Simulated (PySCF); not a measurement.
ScF3, SMILES [F][Sc]([F])[F]. Geometry: r2SCAN-D4/def2-SVP. The isomer is the one that the SMILES or the coordinates give; other isomers of the formula were not compared.

Computed equilibrium geometry at r2SCAN-D4/def2-SVP (PySCF confirms it by a frequency run) as a Z-matrix, and its point group:
point group D3h.
```
Sc
F 1 1.8278
F 1 1.8278 2 120.00
F 1 1.8278 2 120.00 3 180.00
```
